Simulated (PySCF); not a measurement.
Species: C3H6NSi2 (doublet state).
Cartesian coordinates in Å at the GFN2-xTB level; atoms count from 1:
```
atom  x, y, z in Å
N1     0.902   -2.927   -1.204
C2     0.600   -2.082   -0.488
C3     0.220   -1.015    0.354
Si4   -1.584   -0.297    0.107
C5    -0.760    1.403   -0.283
Si6    1.013    0.697   -0.100
H7     0.398   -1.316    1.388
H8    -2.378   -0.371    1.343
H9    -1.015    2.179    0.436
H10   -0.979    1.815   -1.265
H11    1.788    1.247    1.014
H12    1.796    0.667   -1.329
```

As a line formula: `N#C[C@@H]1[SiH]C[SiH2]1` [radical].

Computed with UKS B3LYP, pcH-1 on C H N Si, non-relativistic, mean-field spin-orbit, GIAO in PySCF 2.14.0. Geometry: GFN2-xTB; no solvent, vibrations or thermal averaging. A GFN2-xTB geometry isn't a minimum of the functional, and hyperfine couplings can be far from their values at a DFT geometry, by a factor of two or more for some ions and for spin on atoms past the first row. Stability of the SCF solution: not tested.

Principal values of hyperfine tensors in MHz (contact, dipolar and spin–orbit terms together), for some of the nuclei:

```csv
atom,isotope,A1,A2,A3
Si4,29Si,-728.76,-478.29,-475.76
H8,1H,72.47,81.85,88.80
H10,1H,17.93,19.84,31.69
H9,1H,17.97,22.90,27.08
H7,1H,12.94,17.64,21.31
C5,13C,8.78,9.60,28.47
Si6,29Si,-15.00,-12.31,-12.06
C2,13C,10.30,10.59,13.93
```

Give the isotropic coupling of each nucleus in MHz and in mT (g = 2.0030), and the anisotropic part.

a_iso = (A1 + A2 + A3)/3, Ti = Ai − a_iso; 1 mT corresponds to 28.034 MHz. The tensors hold a spin–orbit part: the run splits a_iso into a_FC + a_SO, and T includes its anisotropic share.

```
atom  a_iso (MHz)     a_FC  a_SO  a_iso (mT)       T1     T2     T3
 Si4      -560.94  -561.98  1.04     -20.009  -167.82  82.64  85.18
  H8        81.04    81.03  0.01       2.891    -8.57   0.81   7.76
 H10        23.15    23.15  0.00       0.826    -5.23  -3.31   8.54
  H9        22.65    22.64  0.01       0.808    -4.68   0.25   4.43
  H7        17.30    17.29  0.01       0.617    -4.35   0.34   4.01
  C5        15.61    15.56  0.05       0.557    -6.84  -6.02  12.85
 Si6       -13.12   -13.13  0.01      -0.468    -1.88   0.82   1.06
  C2        11.61    11.61  0.00       0.414    -1.30  -1.02   2.32
```

What spin density at the nucleus of C2 lies behind its contact coupling (g_N = 1.40482)?

a_FC = 800.24 MHz bohr³ × g_N × ρ(0)/(2S). With a_FC = 11.61 MHz and 2S = 1, ρ(0) = 0.01033 bohr⁻³.

H12 (1H, g_N = 5.58569) isn't in the table. Its spin density at the nucleus is 0.002328 bohr⁻³. What is its contact coupling?

By the same relation, a_FC = 10.41 MHz. Its full tensor has the principal values 9.23, 9.62, 12.37 MHz.

Which nucleus of the table has the largest anisotropic coupling, and what is its form?

Si4: -167.8, 82.6, 85.2 MHz (the dipolar term alone has -166.8, 82.4, 84.5), axial, in the ratio +1:+1:−2, the form that spin in one p orbital centred on that nucleus gives (the nuclear moment is negative).
